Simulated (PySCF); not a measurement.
# Computed structure and properties of Bi2OF8

System: Bi2OF8 (singlet); start: displaced along the imaginary mode (C2v). Method: PySCF 2.14.0, RKS BP86, Bi def2-SVP with ECP60, O def2-SVP, F def2-SVP; non-relativistic Hamiltonian with scalar-relativistic core potentials where named; density fitting; no spin-orbit coupling.

Input of the relaxation:

```python
mol = gto.M(atom='''
Bi     0.00000    -0.00659     2.03663
Bi    -0.00000    -0.00659    -2.03663
O     -0.00000     0.25000     0.00000
F      1.89463    -0.00480     2.77520
F     -1.89463    -0.00480     2.77520
F      0.00000     2.01613     2.28021
F      0.00000    -2.03932     2.22120
F      1.89463    -0.00480    -2.77520
F     -1.89463    -0.00480    -2.77520
F     -0.00000     2.01613    -2.28021
F     -0.00000    -2.03932    -2.22120''',
    basis={'Bi': 'def2-SVP', 'O': 'def2-SVP', 'F': 'def2-SVP'},
    ecp={'Bi': 'def2-SVP'},
    charge=0, spin=0)
mf = dft.RKS(mol, xc='B88,P86')
mf.grids.atom_grid = (50, 194)
mf = mf.density_fit()  # fitting sets: Bi def2-universal-JKFIT, O def2-universal-JKFIT, F def2-universal-JKFIT
mf.conv_tol = 1e-08; mf.max_cycle = 55
mf.kernel(dm0)  # dm0: converged density of the start geometry
# quasi-Newton relaxation in Cartesian coordinates to a largest gradient under 0.00045 Eh/bohr, steps kept in the point group
```

Run from Python with OMP_NUM_THREADS=4; the lines above give its settings. Where DIIS fails, smearing, a level shift and second-order steps follow.
It took 100 s on 4 threads of Arm Neoverse V2, with other jobs on the host, from the converged density of the start.

Course of the relaxation:

| step | energy above end (eV) | largest force component within the symmetry (eV/Å) |
| --- | --- | --- |
| 0 | 0.3724 | 0.273 |
| 1 | 0.3409 | 0.335 |
| 2 | 0.2380 | 0.362 |
| 3 | 0.1877 | 0.565 |
| 4 | 0.1354 | 0.298 |
| 5 | 0.0817 | 0.105 |
| 6 | 0.0558 | 0.206 |
| 7 | 0.0502 | 0.209 |
| 10 | 0.0207 | 0.206 |
| 11 | 0.0095 | 0.148 |
| 12 | 0.0033 | 0.138 |
| 13 | 0.0009 | 0.053 |
| 14 | -0.0001 | 0.020 |
| 15 | 0.0000 | 0.013 |
(The steps between are left out.)

Relaxed geometry (C2v):

```xyz
11

Bi    0.0000    0.0542    1.9475
Bi    0.0000    0.0542   -1.9475
O     0.0000    0.8956    0.0000
F     1.7236   -0.2613    2.9696
F    -1.7236   -0.2613    2.9696
F     0.0000    2.0013    2.5663
F     0.0000   -1.8951    1.3422
F     1.7236   -0.2613   -2.9696
F    -1.7236   -0.2613   -2.9696
F     0.0000    2.0013   -2.5663
F     0.0000   -1.8951   -1.3422
```

```csv
contact,Å
Bi1–O3 (O),2.121
Bi1–F4 (F),2.029
Bi1–F5 (F),2.029
Bi1–F6 (F),2.043
Bi1–F7 (F),2.041
Bi2–F8 (F),2.029
Bi2–F9 (F),2.029
Bi2–F10 (F),2.043
Bi2–F11 (F),2.041
```

On the finer grid (75, 302):

```json
{"HOMO": "-9.61 eV", "LUMO": "-7.68 eV", "Dipole about the centre of mass": "0.07 D", "Set of Mulliken populations of Bi1 outside the core potential": "s 3.48, p 7.56, d 10.47", "D3(BJ) dispersion energy (not in the energies)": "-0.551 eV"}
```

```tsv
atom	Mulliken (e)	Löwdin (e)	spin (e)
Bi1	1.50	1.16	0.00
Bi2	1.50	1.16	0.00
O3	-0.52	-0.38	0.00
F4	-0.31	-0.25	0.00
F5	-0.31	-0.25	0.00
F6	-0.30	-0.24	0.00
F7	-0.31	-0.24	0.00
F8	-0.31	-0.25	0.00
F9	-0.31	-0.25	0.00
F10	-0.30	-0.24	0.00
F11	-0.31	-0.24	0.00
```

On the grid (50, 194), as all that follows. Harmonic modes: a minimum; lowest 66 cm⁻¹ (negative: unstable), highest 616 cm⁻¹, zero-point energy 0.487 eV.

Rigid scan of O along the line from its metal, all other atoms held (where the atom bridges, its other bond changes as well):

(distance to O3 (Å), energy (eV)): (1.82, 1.197), (1.92, 0.469), (2.02, 0.105), (2.12, 0.000), (2.22, 0.089), (2.32, 0.335), (2.42, 0.717), (2.57, 1.527)

Rigid scan of F along the line from its metal, all other atoms held (where the atom bridges, its other bond changes as well):

```
distance to F4 (Å)  energy (eV)
              1.73        1.622
              1.83        0.602
              1.93        0.129
              2.03        0.000
              2.13        0.086
              2.23        0.296
              2.43        0.875
```

One start shape was tried, so this needn't be the lowest isomer.
